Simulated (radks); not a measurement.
The numbers below are computed, except where a source is named.
Problem. All-electron atom: the erbium ion Er2.75+ in [Ar] 3d10 4s1.25 4p6 4d10 4f12 5s2 5p6 (fractional occupations, a model configuration). Code: a radial shooting solver on a logarithmic mesh with Libxc functionals. Model: Dirac Kohn-Sham, PBEsol, spin-unpolarised, spherical densities, point nucleus; open shells are shared between the two j in proportion to 2j + 1. Some entries of the table are withheld. Estimate them.

orbital     occ.  eigenvalue (eV)  <r> (bohr)  <r^2> (bohr^2)
1s1/2          2        -57323.85     0.02037       0.0005680
2s1/2          2        -9653.118     0.08590        0.008777
2p1/2          2        -9196.677     0.07147        0.006330
2p3/2          4        -8280.044     0.07875        0.007549
3s1/2          2        -2186.852      0.2249         0.05795
3p1/2          2        -1986.575      0.2146         0.05362
3p3/2          4        -1793.989      0.2283         0.06046
3d3/2          4        -1451.454      0.2012         0.04760
3d5/2          6        -1409.329      0.2054         0.04950
4s1/2       1.25        -455.0166      0.5074          0.2909
4p1/2          2        -374.9200      0.5162          0.3035
4p3/2          4        -331.3244      0.5475          0.3412
4d3/2          4              (1)      0.5749          0.3839
4d5/2          6              (2)      0.5860          0.3987
5s1/2          2         -77.9659         (3)           1.710
5p1/2          2         -55.7706         (4)             (5)
5p3/2          4         -49.9676         (6)             (7)
4f5/2    5.14286         -32.3617      0.7597             (8)
4f7/2    6.85714         -31.1942      0.7729             (9)

Solution. 
(1) 4d3/2 eigenvalue (eV): -199.4234
(2) 4d5/2 eigenvalue (eV): -191.4662
(3) 5s1/2 <r> (bohr): 1.233
(4) 5p1/2 <r> (bohr): 1.375
(5) 5p1/2 <r^2> (bohr^2): 2.142
(6) 5p3/2 <r> (bohr): 1.473
(7) 5p3/2 <r^2> (bohr^2): 2.457
(8) 4f5/2 <r^2> (bohr^2): 0.7536
(9) 4f7/2 <r^2> (bohr^2): 0.7824
